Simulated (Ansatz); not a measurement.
`FBF` + `[SiH3][SnH3]` → `F[BH][SnH2][SiH3]` + H–F at 700 K and 1 bar (formal exchange of groups at a B–F bond).

Calculated with Ansatz (gas phase, PBE0-D4/def2-TZVP geometries, no zero-point term in ΔE). CCSD(T)/CBS adds triple-zeta CCSD(T) − MP2 to the extrapolated MP2 energy (def2 sets, frozen cores). This one scheme is used for every species. def2 core potentials past Kr. For Sn outer-core shells are correlated without core-valence functions, which leaves a few kJ/mol of doubt a bond. One conformer a species, not always the lowest.

```json
{"species": "`FBF`", "CCSD(T)/CBS energy (Eh)": "-225.09427", "H − E (kJ/mol)": "79.5", "S (J/(mol·K))": "289.3"}
{"species": "`[SiH3][SnH3]`", "CCSD(T)/CBS energy (Eh)": "-506.68362", "H − E (kJ/mol)": "179.7", "S (J/(mol·K))": "401.7"}
{"species": "`F[BH][SnH2][SiH3]`", "CCSD(T)/CBS energy (Eh)": "-631.31705", "H − E (kJ/mol)": "223.7", "S (J/(mol·K))": "514.7"}
{"species": "H–F", "CCSD(T)/CBS energy (Eh)": "-100.39570", "H − E (kJ/mol)": "45.2", "S (J/(mol·K))": "198.5"}
```

H − E and S are ideal-gas, rigid-rotor, harmonic terms from PBE0-D4/def2-TZVP, for one conformer and one mirror image of each species. 1 Eh = 2625.50 kJ/mol, R = 8.31446 J/(mol·K).

By hand: ΔE, ΔH, ΔS and ΔG.

ΔE = (-631.31705) + (-100.39570) − (-225.09427) − (-506.68362) = 0.06514 Eh = 171.0 kJ/mol. Δ(H − E) = 223.7 + 45.2 − 79.5 − 179.7 = 9.7, so ΔH = 180.7 kJ/mol. ΔS = 514.7 + 198.5 − 289.3 − 401.7 = 22.2 J/(mol·K). ΔG = 180.7 − 700 × (22.2)/1000 = 165.2 kJ/mol.

By hand: the equilibrium constant, and the temperature at which ΔG would vanish if ΔH and ΔS stayed fixed.

log₁₀ K = −ΔG/(RT ln 10) = -12.3. ΔG = 0 at ΔH/ΔS = 8140 K, far beyond where these terms or the molecules hold.

ΔH outweighs TΔS. A doubt of 5 kJ/mol in ΔE shifts log₁₀ K by 0.4 here. Other conformers and mirror images would add mixing entropy, several J/(mol·K) or more a flexible species. Modes under 60 cm⁻¹, often nearly free rotors, make the harmonic entropy too high. These are equilibria of isolated gas molecules and say nothing of rates. Largest T1 diagnostic: 0.014 (customary marks: 0.02 for closed shells, 0.045 for open ones).
